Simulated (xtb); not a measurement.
W(O)(S)(NH2)2 (H4N2OSW), SMILES [W]([NH2])(=[O])(=[S])[NH2], multiplicity 1. All values are semi-empirical tight-binding results from xtb (GFN2-xTB unless named), good for trends rather than for accurate numbers. Coordinates come from a GFN2-xTB optimisation. The spin state was assumed, not searched. The structure was generated by enumeration; whether it is a known compound was not checked. One conformer was computed; it need not be the lowest.

For metal compounds this method's bond lengths and energies can be far off.

Computed properties:
```yaml
point_group_as_xtb_finds_it: Cs
orbital_gap: 2.77 eV
zero_point_energy: 30.9 kcal/mol
G − E(el) at 298.15 K (modified RRHO): 9.6 kcal/mol
```
